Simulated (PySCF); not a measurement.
## BI$_{2}$, SMILES `I[B]I` (charge 0, multiplicity 2)

These are PBE0-D3(BJ)/def2-TZVP (PySCF) values and carry that method's errors.

* **highest occupied spin orbital**: -6.02 eV
* **dipole moment**: 0.61 D
* **total energy**: -620.2462 Ha
* **cost**: very roughly 100 core-seconds

Bond lengths (Å): I1–B2 2.087, B2–I3 2.087. Angles (°): I1–B2–I3 128.2.
Charge 0, spin multiplicity 2.
